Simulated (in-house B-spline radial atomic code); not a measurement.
KLI/ALDAx excitations of the calcium ion Ca²⁺

Method: KLI/ALDAx. Computed with an all-electron radial atomic-structure program (B-spline basis): linear response of the closed shell [Ne] 3s2 3p6 with the adiabatic LDA exchange kernel on the exchange-only KLI potential; non-relativistic, point nucleus, no spin-orbit coupling, no double excitations, S, P, D and F terms only. Only terms of natural parity with L up to 3 were computed.

Command:
```bash
python run_td.py task.json out
```
Settings (radii: box in bohr, nucleus in fm):
```
Z                        20
electrons                18
configuration            [Ne] 3s2 3p6
hamiltonian              nr
method                   kli
box_radius               29.48
intervals                75
```

Cost of the run: 0.6 s on 1 thread of Intel(R) Xeon(R) Platinum 8259CL CPU @ 2.50GHz (Skylake/Cascade Lake), with other jobs on the host.

The lowest states, in the order of their Tamm-Dancoff energies; the method's threshold (minus the highest occupied level) is 50.99 eV. Labels give the largest channel, * marks a mixed state, and oscillator strengths are full-response dipole values. Semilocal kernels can invert the small singlet-triplet splittings of Rydberg terms. Energies in eV:

| state | full response | Tamm-Dancoff | oscillator strength |
| --- | --- | --- | --- |
| 3p → 3d 3P | 24.887 | 24.999 | - |
| 3p → 3d 3F | ? | ? | - |
| 3p → 3d 1F | 27.906 | 27.933 | - |
| 3p → 4s 3P | 29.445 | 29.461 | - |
| 3p → 4s 1P | 30.03 | 30.04 | 0.53 |
| 3p → 4p 3S | 33.16 | 33.19 | - |
| 3p → 4p 3D | 33.75 | 33.76 | - |
| 3p → 4p 1D | 34.11 | 34.12 | - |
| 3p → 3d 1P | 34.29 | 35.27 | 3.59 |
| 3p → 4p 1S | 35.72 | 35.89 | - |
| 3p → 4d 3P | 39.69 | 39.71 | - |
| 3p → 4d 3F | ? | ? | - |
| 3p → 4d 1F | 40.12 | 40.13 | - |
| 3p → 5s 3P | 40.54 | 40.54 | - |
| 3p → 5s 1P | 40.68 | 40.69 | 0.121 |
| 3p → 5p 3S | 41.93 | 41.93 | - |
| 3p → 4d 1P | 41.53 | 41.97 | 0.609 |
| 3p → 5p 3D | 42.09 | 42.10 | - |
| 3p → 5p 1D | 42.21 | 42.21 | - |
| 3p → 4f 3D | 42.76 | 42.77 | - |
| 3p → 5p 1S | 42.74 | 42.80 | - |
| 3p → 4f 1D | 42.88 | 42.88 | - |

(1) Where does 3p → 4d 3F lie?

(2) Where does 3p → 3d 3F lie?

(3) How large is the singlet-triplet splitting of 3p → 3d (F terms) in Tamm-Dancoff?

(4) What polarisabilities and dispersion coefficient does the method give?

Answers

(1) At 39.84 eV in full response, 39.84 eV in Tamm-Dancoff.

(2) At 25.654 eV in full response, 25.734 eV in Tamm-Dancoff.

(3) 2.2 eV, from the unrounded values.

(4) Dipole 3.284 bohr³, quadrupole 7.251 bohr⁵, C6 10.85 hartree·bohr⁶ for two such species.
